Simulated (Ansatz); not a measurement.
Calculated with Ansatz (gas phase, PBE0-D4/def2-TZVP geometries, no zero-point term in ΔE). CBS: MP2 limit from def2 TZ/QZ plus the TZ coupled-cluster correction, frozen cores. DFT in def2-TZVPP. B3LYP here is the variant with VWN-RPA as its local correlation; programs differ in this. Each species was taken in one conformer, which may not be the lowest.

`CS[SiH](N)Cl` + `N[SiH2]CCl` → `CN[SiH2]CCl` + `N[SiH](S)Cl`  (substitution at a C–S bond)

```tsv
level	ΔE (kcal/mol)	difference from CCSD(T)/CBS
PBE-D4	6.2	-0.3
ωB97X-V	5.8	-0.7
PBE	5.9	-0.6
r2SCAN	6.5	0.0
B3LYP	5.3	-1.2
HF/def2-TZVPP	4.7	-1.8
SCS-MP2/def2-TZVPP	6.0	-0.5
CCSD(T)/def2-TZVPP	5.7	-0.8
HF/def2-QZVPP	4.7	-1.8
HF/CBS(def2)	4.7	-1.8
CCSD(T)/CBS	6.5	0
```

Largest T1 diagnostic among the species: 0.010.

In def2-TZVPP, CCSD(T) changes the Hartree–Fock value by +0.9 kcal/mol (the triples alone add +0.4 kcal/mol) and MP2 by +1.9 kcal/mol.
